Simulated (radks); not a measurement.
Results of a calculation; reference values are marked as such.
Q: Nd4+, 56 electrons, occupied as [Xe] 4f1.75 6p0.25 (fractional occupations, a model configuration). Code: a radial shooting solver on a logarithmic mesh with Libxc functionals. Model: scalar-relativistic Kohn-Sham, HCTH/407, spin-polarised, spherical densities, finite nucleus; open shells are filled with parallel spins first (spin-orbit coupling, left out, can overturn this in heavy ions); Fermi nuclear charge, rms radius 4.9123 fm. Some entries of the table are withheld. Estimate them.

orbital  occ.  eigenvalue (Ry)  <r> (bohr)
1s up       1        -3192.819     0.02364
1s down     1        -3192.819     0.02364
2s up       1        -520.5130      0.1010
2s down     1        -520.5116      0.1010
2p up       3        -466.0087     0.08879
2p down     3        -466.0076     0.08879
3s up       1        -116.4563      0.2663
3s down     1        -116.4036      0.2662
3p up       3        -99.24996      0.2644
3p down     3        -99.19729      0.2643
3d up       5        -75.35079      0.2415
3d down     5        -75.30997      0.2414
4s up       1        -26.53765      0.6038
4s down     1        -26.40540      0.6037
4p up       3        -20.85655      0.6376
4p down     3        -20.72391      0.6375
4d up       5        -12.75762      0.6938
4d down     5        -12.62376      0.6940
5s up       1         -6.32992       1.380
5s down     1         -6.25631       1.390
5p up       3         -4.79003       1.550
5p down     3         -4.73873       1.566
4f up    1.75         -4.02725      0.8734
4f down     0         -3.90133      0.8822
5d up       0         -2.77884       1.990
5d down     0         -2.77296       2.019
6s down     0         -2.28746         (1)
6s up       0         -2.27049         (2)
6p up    0.25         -1.83986       3.432
6p down     0         -1.78186       2.966
5f up       0         -1.26382       3.623
5f down     0         -1.17887       2.847
7p up       0         -1.06204       6.006

A: 
(1) 6s down <r> (bohr): 2.793
(2) 6s up <r> (bohr): 2.973
